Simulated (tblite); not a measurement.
C₆H₁₀OSi₂.
Atom-mapped SMILES: `[CH2:1]=[CH:2][SiH2:3][C:4]1=[CH:5][C:6](=[O:7])[SiH2:8][CH2:9]1` (hydrogens: H10, H11 on C1; H12 on C2; H13, H14 on Si3; H15 on C5; H16, H17 on Si8; H18, H19 on C9)

Computed with GFN2-xTB (tblite), gas phase: L-BFGS steps from a force-field or distance-geometry start until the largest atomic force falls under 0.01 eV/Å.

Step 79: E = -690.3794 eV
```
atom  x, y, z in Å  |  force x, y, z in eV/Å
C1     -2.4715    0.7389    1.2048   -0.007  -0.025  -0.001
C2     -2.6336    0.0897    0.0614   -0.029   0.047  -0.022
Si3    -1.3282   -0.0204   -1.2973   -0.030  -0.010   0.007
C4      0.3360    0.0146   -0.4053   -0.004  -0.007   0.000
C5      1.1676    1.0627   -0.3686    0.003  -0.003  -0.002
C6      2.3788    0.9438    0.4485    0.032  -0.005   0.001
O7      3.1762    1.8425    0.6261    0.030   0.001   0.005
Si8     2.4173   -0.8502    1.1537    0.022   0.018   0.002
C9      0.7086   -1.2085    0.3860    0.020  -0.003   0.003
H10    -1.5472    1.2367    1.4537    0.014  -0.006  -0.023
H11    -3.2488    0.8046    1.9506   -0.017  -0.009   0.022
H12    -3.5884   -0.3874   -0.1260    0.002   0.010   0.000
H13    -1.4483   -1.3126   -1.9862   -0.010   0.007  -0.013
H14    -1.4577    1.0918   -2.2428    0.018  -0.004   0.006
H15     0.9857    1.9834   -0.9021   -0.033   0.012   0.005
H16     2.4304   -0.9019    2.6139   -0.006   0.009  -0.011
H17     3.4849   -1.6515    0.5562   -0.008   0.009   0.009
H18     0.6946   -2.0735   -0.2783    0.001  -0.027   0.024
H19    -0.0661   -1.3934    1.1328    0.004  -0.013  -0.012
```

Step 80: E = -690.3799 eV
```
atom  x, y, z in Å  |  force x, y, z in eV/Å
C1     -2.4667    0.7321    1.2085   -0.016   0.001   0.009
C2     -2.6346    0.0942    0.0600   -0.023   0.032  -0.045
Si3    -1.3292   -0.0190   -1.2980   -0.022  -0.016  -0.009
C4      0.3351    0.0148   -0.4063    0.005   0.002   0.002
C5      1.1672    1.0625   -0.3696    0.011   0.006   0.000
C6      2.3787    0.9448    0.4477    0.028  -0.019   0.004
O7      3.1771    1.8428    0.6255    0.016  -0.002  -0.003
Si8     2.4157   -0.8491    1.1545    0.038   0.027   0.009
C9      0.7079   -1.2073    0.3856    0.023  -0.013   0.011
H10    -1.5385    1.2207    1.4619    0.005  -0.015  -0.022
H11    -3.2465    0.8014    1.9513   -0.011  -0.011   0.035
H12    -3.5932   -0.3732   -0.1329    0.003   0.016   0.005
H13    -1.4482   -1.3136   -1.9827   -0.013   0.005  -0.015
H14    -1.4594    1.0882   -2.2503    0.020  -0.009   0.019
H15     0.9844    1.9824   -0.9037   -0.032   0.024   0.000
H16     2.4269   -0.8967    2.6153   -0.006   0.006  -0.021
H17     3.4855   -1.6495    0.5590   -0.016   0.011   0.014
H18     0.6944   -2.0737   -0.2765    0.001  -0.032   0.008
H19    -0.0663   -1.3925    1.1322   -0.010  -0.012   0.001
```

Q: Estimate the geometry and energy of step 81. (The exact step hangs on the optimiser's Hessian estimate; all steps are aligned on step 80, rigid shifts and turns removed.)

A: E = -690.3804 eV, largest force 0.064 eV/Å
```
atom  x, y, z in Å  |  force x, y, z in eV/Å
C1     -2.4670    0.7282    1.2112   -0.037   0.027   0.019
C2     -2.6370    0.0991    0.0587   -0.001   0.017  -0.062
Si3    -1.3304   -0.0168   -1.2971   -0.002  -0.019  -0.019
C4      0.3348    0.0145   -0.4060    0.015   0.009   0.004
C5      1.1674    1.0621   -0.3694    0.014   0.015   0.002
C6      2.3808    0.9446    0.4462    0.015  -0.024   0.001
O7      3.1810    1.8413    0.6232    0.000  -0.003  -0.013
Si8     2.4165   -0.8486    1.1542    0.042   0.030   0.011
C9      0.7094   -1.2077    0.3848    0.020  -0.020   0.015
H10    -1.5376    1.2125    1.4668    0.014  -0.011  -0.010
H11    -3.2497    0.7990    1.9508    0.001  -0.013   0.044
H12    -3.5961   -0.3638   -0.1375   -0.027   0.007  -0.002
H13    -1.4491   -1.3131   -1.9783   -0.015  -0.002  -0.018
H14    -1.4593    1.0857   -2.2557    0.022  -0.012   0.031
H15     0.9818    1.9820   -0.9026   -0.024   0.028   0.000
H16     2.4251   -0.8919    2.6153   -0.004   0.002  -0.023
H17     3.4880   -1.6482    0.5609   -0.017   0.007   0.015
H18     0.6960   -2.0752   -0.2754    0.004  -0.031  -0.008
H19    -0.0640   -1.3944    1.1314   -0.020  -0.007   0.012
```

The energy changes by -0.0005 eV. The first-order estimate −F·Δx gives -0.0007 eV and the mean of the old and new forces, exact on a quadratic surface, -0.0005 eV. The step makes an angle of 75° with the force vector and moves no atom by more than 0.011 Å.

What follows is the cost of the whole relaxation. The run took 0.89 s on an Intel Xeon 6975P-C with one thread, shared host.
